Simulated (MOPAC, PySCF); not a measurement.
[W(Cl)5(F)], neutral singlet in the gas phase. 

Cartesian coordinates (Å):
```xyz
7

W      0.0214     0.0198     0.0258
Cl     1.2835     1.1844     1.5491
Cl    -1.0442    -1.1514     1.7063
Cl    -1.6440     1.6178     0.0861
Cl     1.0155     1.1250    -1.7409
Cl     1.6154    -1.6442    -0.1206
F     -1.0077    -0.9298    -1.2161
```
Charge 0, multiplicity 1.

All levels are single points at this geometry (r2SCAN-D4/def2-SVP); Pople sets use spherical d functions. Orbital energies aren't observables, and empty levels follow the basis.

| level | HOMO (eV) | LUMO (eV) | gap (eV) | dipole (D) | vertical IE, Delta-SCF (eV) |
|---|---|---|---|---|---|
| B3LYP-D3(BJ)/def2-TZVP in PySCF | -8.97 | -5.56 | 3.41 | 0.84 | – |
| PBE-D3(BJ)/def2-TZVP in PySCF | -7.88 | -5.81 | 2.07 | 0.70 | – |
| TPSSh-D3(BJ)/def2-TZVP in PySCF | -8.55 | -5.69 | 2.85 | 0.73 | – |
| B3LYP/6-311+G** (LANL2DZ on W) in PySCF | -9.16 | -6.04 | 3.12 | 1.15 | – |
| B3LYP/6-31G* (LANL2DZ on W) in PySCF | -9.13 | -6.04 | 3.09 | 0.57 | 11.09 |
| B3LYP/LANL2DZ in PySCF | -9.55 | -6.49 | 3.06 | 0.78 | – |
| BP86/6-31G* (LANL2DZ on W) in PySCF | -8.13 | -6.31 | 1.82 | 0.42 | – |
| HF/6-31G* (LANL2DZ on W) in PySCF | -12.73 | -3.91 | 8.83 | 0.85 | – |
| PM7 in MOPAC | -11.80 | -2.39 | 9.41 | 0.96 | – |
